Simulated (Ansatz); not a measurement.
`C[O][Au]` and `C[O][SnH3]` differ in one atom or group.

Ansatz, PBE0-D4/def2-TZVP geometries, multiplicity 1. 

Elements past krypton have def2 core potentials.

```json
{"property": "size of the dipole moment (B3LYP/def2-TZVPP) / D", "`C[O][Au]`": "2.04"}
{"property": "LUMO energy (PBE0/def2-TZVPP) / eV", "`C[O][Au]`": "-3.24"}
{"property": "HOMO–LUMO gap (PBE0/def2-TZVPP) / eV", "`C[O][Au]`": "3.77"}
{"property": "HOMO energy (B3LYP/def2-TZVPP) / eV", "`C[O][Au]`": "-6.86"}
{"property": "HOMO–LUMO gap (B3LYP/def2-TZVPP) / eV", "`C[O][Au]`": "3.26"}
{"property": "HOMO energy (ωB97M-V/def2-TZVPP) / eV", "`C[O][Au]`": "-9.23"}
```

**Question.** Give the same properties after the change, and the shifts. (Estimate.)

**Answer.** Computed: 
| property | `C[O][SnH3]` | shift |
| --- | --- | --- |
| size of the dipole moment (B3LYP/def2-TZVPP) / D | 1.39 | -0.65 |
| LUMO energy (PBE0/def2-TZVPP) / eV | -0.40 | 2.84 |
| HOMO–LUMO gap (PBE0/def2-TZVPP) / eV | 7.10 | 3.33 |
| HOMO energy (B3LYP/def2-TZVPP) / eV | -7.27 | -0.41 |
| HOMO–LUMO gap (B3LYP/def2-TZVPP) / eV | 6.62 | 3.36 |
| HOMO energy (ωB97M-V/def2-TZVPP) / eV | -9.88 | -0.65 |

With PBE0 the HOMO falls by 0.49 eV and the LUMO rises by 2.84 eV, so the gap widens by about 3.33 eV. PBE moves the HOMO by -0.32 eV and ωB97M-V by -0.65 eV. The zero-point energy changes by 54.3 kJ/mol with +9 modes. Dipoles are sizes alone; their direction can turn.

B3LYP here is the variant with VWN-RPA as its local correlation; programs differ in this.
